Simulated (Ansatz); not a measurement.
Two members of one family ((LiBr)n), computed with Ansatz in the gas phase. The two geometries come from different levels. Binding counts from free atoms in the multiplicity of their measured ground term, without zero-point energy. The structures are stationary points that may keep the symmetry of their start.

First: (LiBr)2 ring (singlet, charge 0, r2SCAN-D4/def2-TZVP geometry).

| atom | x (Å) | y (Å) | z (Å) |
| --- | --- | --- | --- |
| Li1 | 0.8527 | -1.0153 | 0.2461 |
| Br2 | -0.1100 | 0.3678 | 1.8961 |
| Li3 | -0.8517 | 1.0157 | -0.2464 |
| Br4 | 0.1090 | -0.3682 | -1.8958 |

| level | HOMO (eV) | LUMO (eV) | gap (eV) | binding per atom (eV) |
| --- | --- | --- | --- | --- |
| PBE-D4/def2-TZVP | -6.37 | -1.44 | 4.93 | 2.66 |
| BLYP-D4/def2-TZVP | -6.19 | -1.46 | 4.74 | 2.62 |
| B3LYP-D4/6-31G | -7.40 | -1.30 | 6.10 | 2.53 |
| PBE0-D4/def2-TZVP | -7.62 | -0.89 | 6.73 | 2.65 |
| ωB97M-V/def2-TZVP | -9.82 | -0.13 | 9.69 | 2.72 |

Second: (LiBr)3 ring (singlet, charge 0, B3LYP-D4/def2-SVP geometry).

```csv
atom,x (Å),y (Å),z (Å)
Li1,-1.560,-0.370,1.165
Br2,-2.038,-1.253,-0.939
Li3,-0.012,-0.596,-1.890
Br4,2.022,0.479,-1.512
Li5,1.571,0.966,0.724
Br6,0.016,0.774,2.451
```

Q: What does the change do? Estimate second minus first.

A: 
```tsv
level	Δ HOMO (eV)	Δ LUMO (eV)	Δ gap (eV)	Δ binding per atom (eV)
PBE-D4/def2-TZVP	-0.40	0.08	0.48	0.11
BLYP-D4/def2-TZVP	-0.40	0.11	0.52	0.11
B3LYP-D4/6-31G	-0.44	0.12	0.56	0.14
PBE0-D4/def2-TZVP	-0.42	0.09	0.51	0.11
ωB97M-V/def2-TZVP	-0.44	0.22	0.66	0.10
```
